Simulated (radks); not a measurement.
Effect of the nuclear size on the samarium ion Sm+, [Xe] 4f6 6s1. Method: Dirac Kohn-Sham, relativistic LDA (MacDonald-Vosko exchange, VWN5 correlation), spin-unpolarised, spherical densities, finite nucleus; open shells are shared between the two j in proportion to 2j + 1; Fermi nuclear charge, rms radius 5.0819 fm; computed with a radial shooting solver on a logarithmic mesh with Libxc functionals. The rms radius is varied about that value; shifts are against it.

rms radius (fm)  total energy shift (eV)  density at nucleus (e/bohr^3)  1s1/2 shift (meV)  2s1/2 shift (meV)  4p1/2 shift (meV)  5s1/2 shift (meV)  5p1/2 shift (meV)  6s1/2 shift (meV)  6p1/2 (empty) shift (meV)
4.3908                             -4.22                       5.45e+05              -1740               -220              0.345              -1.70              0.147             -0.161                      0.049
4.8939                             -1.20                      5.311e+05               -491              -62.3              0.098             -0.482              0.042             -0.046                      0.014
5.0819                                 0                      5.263e+05              0.000              0.000              0.000              0.000              0.000              0.000                      0.000
5.4275                              2.29                      5.181e+05                940                119             -0.187              0.921             -0.080              0.087                     -0.027
6.2965                              8.54                      5.001e+05               3510                445             -0.695               3.44             -0.297              0.325                     -0.100

Slopes of the eigenvalues against <r^2> in GHz/fm^2, as finite differences over the two radii next to the reference (eigenvalue slopes, not the field-shift constants of lines): 1s1/2 62900, 2s1/2 7960, 4p1/2 -12.5, 5s1/2 61.6, 5p1/2 -5.33, 6s1/2 5.82, 6p1/2 (empty) -1.79.
